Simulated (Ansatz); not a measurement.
AsGa (SMILES [Ga]=[As]), triplet, geometry from GFN2-xTB (such geometries of metal compounds can be far from the true shape), atoms displaced at random by about 0.08 Å a coordinate; PBE0/STO-3G, gradient (Ansatz, a first-principles code).

Here is a job for Ansatz.
Ansatz 0.2 input:
```yaml
crystal:
  periodic: [false, false, false]
  atoms:
    - {symbol: Ga, position_ang: [0.16307782, -0.15020716, -1.34926760]}
    - {symbol: As, position_ang: [0.10685121, 0.11561361, 0.96925717]}
basis:
  gaussian:
    orbitals: STO-3G
hamiltonian:
  xc: pbe0
magnetization: {spin_polarized: true, initial_magnetization: 2}
output: {forces: true}
```

It wrote (shortened):

```
Functional definition: PBE0
346 factors; integrals over basis functions are off by at most 1.6e-5 eV
mean field evaluation 1: about -111298.3494 eV, gradient 1.7e2 eV
mean field evaluation 2: about -111654.8141 eV, gradient 6.3e1 eV
mean field evaluation 4: about -111500.2753 eV, gradient 1.0e2 eV
mean field evaluation 8: about -111901.0033 eV, gradient 1.0e1 eV
mean field evaluation 16: about -111902.6582 eV, gradient 1.9e0 eV
mean field evaluation 32: about -111903.0195 eV, gradient 7.0e-2 eV
mean field evaluation 64: about -111886.9248 eV, gradient 9.8e0 eV
mean field -111903.02252097 eV, -4112.3602270528 hartree, gradient 8.0e-6 eV, S^2 2.011724; 7 other end points of the search recorded, 0 dependent functions left out
the calculation of the forces begins
reference -111903.02253364 eV, -4112.3602275183 hartree; 33, 31 occupied and 3, 5 virtual orbitals, 346 factors
Total energy: -111903.02253364 eV, -4112.3602275183 hartree
Atom 0 at     0.163078    -0.150207    -1.349268 Å, force    -0.076353     0.360970     3.148426 eV/Å
Atom 1 at     0.106851     0.115614     0.969257 Å, force     0.076353    -0.360970    -3.148426 eV/Å
Dipole moment:    -0.006010     0.028414     0.247827 e Å
```
